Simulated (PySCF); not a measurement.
A PySCF script (with the pyscf-properties extension) for the NMR shieldings of SMILES C1=CC[SiH2][C@H]1NCCC, C$_{7}$H$_{15}$NSi, on a GFN2-xTB geometry:

```python
import basis_set_exchange as bse
import numpy as np
from pyscf import gto, dft
from pyscf.prop import nmr

atoms = """
C    -3.465898   -0.528994    0.190783
C    -2.742120    0.410051   -0.765826
C    -1.383897    0.834790   -0.213798
N    -0.505524   -0.303775   -0.072217
C     0.820446    0.047572    0.414248
C     1.627232   -1.199305    0.652268
C     2.868176   -1.260322    0.201659
C     3.435143   -0.084302   -0.537518
Si    1.961722    1.108306   -0.730117
H    -4.398931   -0.878168   -0.245482
H    -2.835534   -1.385681    0.411595
H    -3.690385   -0.018716    1.124531
H    -2.596191   -0.089274   -1.727046
H    -3.347696    1.301611   -0.941181
H    -1.514566    1.273020    0.781624
H    -0.942987    1.616940   -0.863709
H    -0.421060   -0.784946   -0.963988
H     0.659266    0.542302    1.381995
H     1.150412   -2.007644    1.185958
H     3.499283   -2.124419    0.356939
H     3.870983   -0.405699   -1.484969
H     4.252508    0.352963    0.039047
H     1.466891    1.139894   -2.111869
H     2.220990    2.463558   -0.241904
"""
names = dict.fromkeys(["C", "N", "Si", "H"], "pcSseg-1")
basis = {el: gto.basis.parse(bse.get_basis(n, elements=[el], fmt="nwchem")) for el, n in names.items()}
mol = gto.M(atom=atoms, basis=basis, charge=0, verbose=0)
mf = dft.RKS(mol, xc="PBE0")
mf.grids.level = 2
mf.grids.alignment = dft.numint.BLKSIZE   # the property module wants whole blocks of grid points
mf.conv_tol = 1e-9
mf.kernel()

calc = nmr.RKS(mf)   # GIAO
C = mf.mo_coeff
Co = C[:, mf.mo_occ > 0]
resp = mf.gen_response(singlet=True, hermi=2)
def vind(x):   # induced exchange potential for any number of trial vectors
    d = np.einsum("pi,xij,qj->xpq", C, 2 * x.reshape(-1, C.shape[1], Co.shape[1]), Co, optimize=True)
    return np.einsum("xpq,pi,qj->xij", resp(d - d.transpose(0, 2, 1)), C, Co, optimize=True).ravel()
mo1, _ = nmr.rhf.solve_mo1(calc, with_cphf=vind)
sigma = calc.kernel(mo1)
for i, s in enumerate(sigma):   # ppm
    w = np.linalg.eigvalsh((s + s.T) / 2)
    print("%2d %-2s iso %8.1f  s11 %8.1f  s22 %8.1f  s33 %8.1f" % (i, mol.atom_pure_symbol(i), w.mean(), *w))
```

Task: What does it print?

Result: 
```
 0 C  iso    172.1  s11    157.5  s22    172.0  s33    186.9
 1 C  iso    158.3  s11    151.6  s22    153.5  s33    169.8
 2 C  iso    129.9  s11    109.8  s22    126.4  s33    153.5
 3 N  iso    196.0  s11    148.3  s22    201.5  s33    238.2
 4 C  iso    126.5  s11     96.4  s22    127.2  s33    155.9
 5 C  iso     41.2  s11    -65.5  s22     61.7  s33    127.4
 6 C  iso     49.9  s11    -59.6  s22     62.6  s33    146.6
 7 C  iso    170.9  s11    155.5  s22    161.2  s33    196.0
 8 Si iso    383.2  s11    345.7  s22    378.3  s33    425.7
 9 H  iso     30.7  s11     26.1  s22     27.9  s33     38.1
10 H  iso     29.8  s11     23.8  s22     31.0  s33     34.4
11 H  iso     30.9  s11     27.0  s22     28.6  s33     37.2
12 H  iso     30.4  s11     26.1  s22     29.9  s33     35.4
13 H  iso     30.0  s11     24.9  s22     28.7  s33     36.5
14 H  iso     29.3  s11     25.6  s22     28.7  s33     33.5
15 H  iso     28.7  s11     23.7  s22     29.7  s33     32.9
16 H  iso     32.3  s11     24.6  s22     34.6  s33     37.9
17 H  iso     28.1  s11     24.4  s22     28.4  s33     31.6
18 H  iso     25.4  s11     23.0  s22     25.7  s33     27.4
19 H  iso     25.6  s11     23.1  s22     26.1  s33     27.8
20 H  iso     29.9  s11     25.4  s22     27.1  s33     37.0
21 H  iso     30.0  s11     25.4  s22     27.1  s33     37.3
22 H  iso     27.7  s11     23.7  s22     27.1  s33     32.4
23 H  iso     27.1  s11     23.4  s22     25.3  s33     32.7
```

These numbers come from an equivalent density-fitted implementation of the same equations, which agrees with the script to about 0.01 ppm for H and up to a few tenths of a ppm for heavy atoms, so last digits may differ.

Task: Turn these shieldings into chemical shifts. References, each an isolated molecule treated in the same way: ¹³C (σ = 186.93 ppm), ²⁹Si (σ = 349.16 ppm), ¹H (σ = 31.72 ppm) vs TMS; ¹⁵N (σ = 267.73 ppm) vs NH3.

Result: Averaging equivalent atoms: C 5: 145.7; C 6: 137.1; C 4: 60.4; C 2: 57.1; C 1: 28.6; C 7: 16.0; C 0: 14.8; N 3: 71.7; Si 8: -34.1; H 18: 6.34; H 19: 6.07; H 23: 4.58; H 22: 3.99; H 17: 3.58; H 15: 2.97; H 14: 2.44; H 20: 1.86; H 21: 1.75; H 13: 1.67; H 12: 1.29; H 9/10/11: 1.25; H 16: -0.62 ppm. Experimental scales use liquid or dissolved standards, which lie at an offset from isolated NH3 (liquid NH3: subtract about 20 ppm).

Size and cost of the density-fitted run: 235 basis functions, 3.2 min wall time on 1 thread of an Intel Xeon, shared host; peak memory 1.1 GiB.
